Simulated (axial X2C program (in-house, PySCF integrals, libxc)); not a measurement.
Levels of AsS by electron attachment to AsS⁺ (EOM-EA-CCSD)

Computed with an axial X2C code built on PySCF integrals: two-component X2C with atomic mean-field Coulomb and Gaunt terms, Gaussian nuclei, basis As dyall-acv3z, S dyall-av3z with contracted cores.

R = 2.104 Å (1.045 times 2.013 Å, the PBE0 minimum at charge 0 for the lowest determinant).

Levels of AsS obtained by attaching an electron to AsS⁺:

```csv
Ω,binding energy (eV),above lowest (cm⁻¹),attached spinor,one-particle weight
1/2,7.897,0,"53% As pπ, 24% S pπ, 9% S dπ",0.95
3/2,7.782,933,"58% As pπ, 19% S pπ, 10% S dπ",0.95
1/2,4.133,30365,"37% As pσ, 21% As dσ, 19% S pσ",0.95
1/2,3.174,38098,"64% As sσ, 19% S sσ, 8% As dσ",0.98
```

Q: What is the splitting of the first π pair in the table, and is it regular or inverted?

A: E(3/2) − E(1/2) = 933 − 0 = 933 cm⁻¹ at EOM-EA-CCSD: regular, Ω = 1/2 lower. Splittings at this level can be off by ten to twenty per cent.

This point took 7.7 s on 1 thread of AMD EPYC 9R45 96-Core Processor (Zen 5) (shared host).

Reference electrons by ω block (each with its −ω partner): 1/2: 17, 3/2: 6, 5/2: 1. 10 electrons of AsS⁺ correlated (inner shells frozen), 92 natural virtual spinors (a truncated set); levels can be off by some tenths of an eV. Roots sought by Ω: (1/2: 5, 3/2: 4, 5/2: 2, 7/2: 1); rows need 60 % one-particle weight and stop where some Ω has no more roots. Missing are any skipped roots, higher Ω and states of a further excitation; these come out far too high here and may in truth be low or lowest. T1 of the reference 0.035 (Lee–Taylor). The reference was not checked to be the lowest state of its species. Number of frozen shells: As 3 s, 2 p, 1 d; S 2 s, 1 p. Large amplitudes in the reference (orbital relaxation or multireference character) lower the reliability.
